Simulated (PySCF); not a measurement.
Bonds (- single, = double, # triple, : aromatic): C1-Si2 1.849 Å, Si2-Cl3 2.057 Å, Si2-Cl4 2.058 Å, Si2-Si5 2.334 Å, Si5-C6 1.849 Å, Si5-Cl7 2.058 Å, Si5-Cl8 2.058 Å. C1 carries H9, H10, H11; C6 carries H12, H13, H14.

Geometry: PBE0-D3(BJ)/def2-TZVP; GIAO shifts from PySCF 2.14, gas phase, non-relativistic, averaged over equivalent atoms.

At wB97X-D/pcSseg-2 (414 basis functions):
| atoms | δ (ppm) |
| --- | --- |
| C1/C6 | 5.1 |
| Si2/Si5 | 28.0 |
| Cl3/Cl4/Cl7/Cl8 | 59.0 |
| H9/H10/H11/H12/H13/H14 | 0.77 |

δ = σ(ref) − σ, references computed at the same level: TMS for ¹³C (σref 186.29) and ²⁹Si (σref 341.45) and ¹H (σref 31.63); ³⁵Cl (σref 940.66) against HCl.

What do these become at PBE0/pcSseg-2?

Answers


```tsv
atoms	δ at PBE0/pcSseg-2	change
C1/C6	5.5	+0.4
Si2/Si5	27.4	-0.6
Cl3/Cl4/Cl7/Cl8	69.9	+10.9
H9/H10/H11/H12/H13/H14	0.79	+0.02
```

δ = σ(ref) − σ, references computed at the same level: ¹³C (σ = 186.03 ppm) and ²⁹Si (σ = 342.20 ppm) and ¹H (σ = 31.52 ppm) vs TMS; HCl for ³⁵Cl (σ = 945.66 ppm).

The largest change is at Cl3/Cl4/Cl7/Cl8 (chlorine bonded to Si). Cost: 414 basis functions.
